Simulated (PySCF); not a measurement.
A side-by-side comparison of computed properties.

First species: C8H14OSi.
SMILES: `C=C(C)[C@@H]1C[SiH2][C@@H]1C(C)=O`

Second species: C8H10O.
InChI=1S/C8H10O/c1-3-5-8(7-9)6-4-2/h3,7-8H,1,5H2,2H3/t8-/m1/s1

Levels: PBE0/pcSseg-1 for dipole moment, HOMO energy, LUMO energy and HOMO–LUMO gap; GFN2-xTB for rotational constant A and rotational constant C. Geometries: GFN2-xTB. All species are isolated and taken at one optimised geometry, non-relativistic unless stated; the electronic structure was computed with PySCF and density fitting.

The conformers computed, where there is a choice (atom-mapped SMILES and torsion angles):
- `[CH2:1]=[C:2]([CH3:3])[C@@H:4]1[CH2:5][SiH2:6][C@@H:7]1[C:8]([CH3:9])=[O:10]`: C1–C2–C4–C5 -170°, Si6–C7–C8–C9 133°
- `[CH2:1]=[CH:2][CH2:3][C@H:4]([C:5]#[C:6][CH3:7])[CH:8]=[O:9]`: C1–C2–C3–C4 126°, C2–C3–C4–C5 58°, C3–C4–C8–O9 -125°

Problem. Which of the two has the higher rotational constant C, and by how much?

Solution. The first: 0.814 GHz against 0.769 GHz, a difference of 0.045 GHz.

Problem. Which of the two has the higher LUMO energy, and by how much?

Solution. The first: -0.44 eV against -0.77 eV, a difference of 0.33 eV.

Problem. Which has the higher HOMO–LUMO gap?

Solution. The first: 6.53 eV against 6.23 eV, a difference of 0.30 eV.

Problem. Which has the higher dipole moment?

Solution. The second: 3.19 D against 2.10 D, a difference of 1.09 D.

Problem. Which has the higher rotational constant A?

Solution. The second: 1.784 GHz against 1.371 GHz, a difference of 0.413 GHz.

On the first: The dipole equals about 7.0 × 10⁻³⁰ C·m (1 D = 3.33564 × 10⁻³⁰ C·m). A dipole of 2.10 D is allowed in C1, and pure rotational transitions are dipole-allowed. GFN2-xTB frequencies show an imaginary mode (25i cm⁻¹), so this geometry is no minimum at that level.

On the second: In atomic units the dipole is 1.26 e·bohr (1 au = 2.5417 D). A dipole of 3.19 D is allowed in C1, and pure rotational transitions are dipole-allowed. GFN2-xTB frequencies show an imaginary mode (26i cm⁻¹), so this geometry is no minimum at that level.
